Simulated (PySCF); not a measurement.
**Ionisation energy of Nb⁺ by level of theory**

Nb⁺ [Kr] 4d4 (5D) → Nb²⁺ [Kr] 4d3 (4F), as a difference of total energies. Calculation: PySCF 2.14, in aug-cc-pwCVTZ-DK; the spin-free X2C one-electron Hamiltonian (Gaussian nucleus). Correlated levels: valence: [Kr] frozen; valence and next inner shell: [Ar] 3d10 frozen. The calculations carry no spin-orbit coupling.

| method | ionisation energy (eV) |
| --- | --- |
| UHF | 13.050 |
| PBE0 | 14.373 |
| MP2 (valence) | 13.616 |
| SCS-MP2 (valence) | 13.238 |
| MP2 (valence and next inner shell) | 14.139 |

**Question.** Estimate what LDA gives.

**Answer.** 14.874 eV, closest to PBE0 among the rows shown.

**Question.** Estimate what SCS-MP2 (valence and next inner shell) gives.

**Answer.** 13.745 eV, closest to MP2 (valence) among the rows shown.

A first-order spin-orbit estimate (lowest level to lowest level, LS coupling) adds -0.053 eV.

For comparison: 14.32 eV (semi-empirical (NIST evaluation); NIST Atomic Spectra Database, ionization energies).
